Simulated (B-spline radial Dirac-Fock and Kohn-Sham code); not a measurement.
**X-ray lines that fill the M5 vacancy in La⁺**

System: La⁺ in the configuration [Xe] 5d1 6p1 (not the ground configuration).

These are calculated numbers from a radial atomic solver; the model is one-electron (LDA, Dirac) transition rates at Dirac-Fock energies.

```
 line  multipole  energy (eV)  width (meV)  share (%)
  Mζ1         E1        629.4        0.323       85.5
M5-N4         E2        731.2     0.000105     0.0279
M5-N5         E2        734.2     0.000408      0.108
M5-O3         E1        820.7       0.0527       14.0
M5-P3         E1        846.5      0.00143      0.377
```

The listed lines hold 100.0 % of the radiative rate. The radiative width is 0.000378 eV in the length form and 0.000400 eV in the velocity form; the two differ because the transition energies are not eigenvalue differences of the potential that gave the orbitals.
